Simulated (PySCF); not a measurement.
TiFH₃, SMILES [F][TiH3], multiplicity 1.

Geometry: PBE0-D3(BJ)/def2-TZVP. The spin state was assumed, not searched. The structure was generated by enumeration; whether it is a known compound was not checked.

All values below come from PBE/def2-TZVPD (PySCF).

Symmetry labels are those of the subgroup Cs that the program uses (full group C3v).

Computed valence orbital energies around the gap with their symmetry:
```tsv
orbital	symmetry	energy (eV)
HOMO−7	A"	-39.02
HOMO−6	A'	-29.12
HOMO−5	A'	-11.48
HOMO−4	A"	-10.95
HOMO−3	A'	-10.95
HOMO−2	A'	-8.21
HOMO−1	A"	-7.59
HOMO	A'	-7.59
LUMO	A"	-4.29
LUMO+1	A'	-4.29
LUMO+2	A'	-3.09
LUMO+3	A'	-2.79
```
